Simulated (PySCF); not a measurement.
N2, triplet, geometry from GFN2-xTB (a higher spin typed on purpose: for a closed-shell molecule this is an excited state); REVPBE/def2-SVP (PySCF).

Here is a job for PySCF.
```python
from pyscf import gto, scf, dft

mol = gto.Mole()
mol.atom = '''
    N    -0.00000000   -0.00000000   -0.57776211
    N     0.00000000    0.00000000    0.57776211
'''
mol.basis = 'def2-svp'
mol.spin = 2
mol.verbose = 4
mol.build()

mf = dft.UKS(mol)
mf.xc = 'revpbe'
mf.grids.atom_grid = (99, 590)
mf.grids.prune = None
mf.kernel()
```

Question: What does PySCF print? Leave out banner, timings and long lists.

Answer: 
```
PySCF version 2.14.0

[INPUT] verbose = 4
[INPUT] num. atoms = 2
[INPUT] num. electrons = 14
[INPUT] charge = 0
[INPUT] spin (= nelec alpha-beta = 2S) = 2
[INPUT] symmetry False subgroup None
[INPUT] Mole.unit = angstrom
[INPUT] Symbol           X                Y                Z      unit          X                Y                Z       unit  Magmom
[INPUT]  1 N      0.000000000000   0.000000000000  -0.577762110000 AA    0.000000000000   0.000000000000  -1.091812153051 Bohr   0.0
[INPUT]  2 N      0.000000000000   0.000000000000   0.577762110000 AA    0.000000000000   0.000000000000   1.091812153051 Bohr   0.0

nuclear repulsion = 22.439757545783
number of shells = 12
number of NR pGTOs = 48
number of NR cGTOs = 28
basis = def2-svp
ecp = {}

******** <class 'pyscf.dft.uks.UKS'> ********
method = UKS
initial guess = minao
damping factor = 0
level_shift factor = 0
DIIS = <class 'pyscf.scf.diis.CDIIS'>
diis_start_cycle = 1
diis_space = 8
diis_damp = 0
SCF conv_tol = 1e-09
SCF conv_tol_grad = None
SCF max_cycles = 50
direct_scf = True
direct_scf_tol = 1e-13
number electrons alpha = 8  beta = 6
XC library pyscf.dft.libxc version 7.1.2
    S. Lehtola, C. Steigemann, M. J. T. Oliveira, and M. A. L. Marques,  SoftwareX 7, 1–5 (2018)
XC functionals = revpbe
    Y. Zhang and W. Yang,  Phys. Rev. Lett. 80, 890 (1998)
    J. P. Perdew, K. Burke, and M. Ernzerhof,  Phys. Rev. Lett. 77, 3865 (1996)
    J. P. Perdew, K. Burke, and M. Ernzerhof,  Phys. Rev. Lett. 78, 1396 (1997)
radial grids:
    Treutler-Ahlrichs [JCP 102, 346 (1995); DOI:10.1063/1.469408] (M4) radial grids

becke partition: Becke, JCP 88, 2547 (1988); DOI:10.1063/1.454033
pruning grids: None
grids dens level: 3
symmetrized grids: False
atomic radii adjust function: <function treutler_atomic_radii_adjust>
User specified grid scheme (99, 590)
small_rho_cutoff = 0
Set gradient conv threshold to 3.16228e-05
tot grids = 116824
init E= -109.459089406417

cycle= 1 E= -109.158533509875  delta_E= 0.301  |g|= 0.0842  |ddm|= 1.44

cycle= 2 E= -109.161836783255  delta_E= -0.0033  |g|= 0.0378  |ddm|= 0.169

cycle= 3 E= -109.162524556978  delta_E= -0.000688  |g|= 0.0129  |ddm|= 0.0636

cycle= 4 E= -109.162611240921  delta_E= -8.67e-05  |g|= 0.00254  |ddm|= 0.0166

cycle= 5 E= -109.162613877504  delta_E= -2.64e-06  |g|= 0.000103  |ddm|= 0.0028

cycle= 6 E= -109.162613885118  delta_E= -7.61e-09  |g|= 6.19e-06  |ddm|= 0.000232

cycle= 7 E= -109.162613885155  delta_E= -3.67e-11  |g|= 4.25e-07  |ddm|= 1.25e-05

Extra cycle  E= -109.162613885155  delta_E= -1.14e-13  |g|= 1.4e-07  |ddm|= 1.44e-06
converged SCF energy = -109.162613885155  <S^2> = 2.0029709  2S+1 = 3.0019799
```
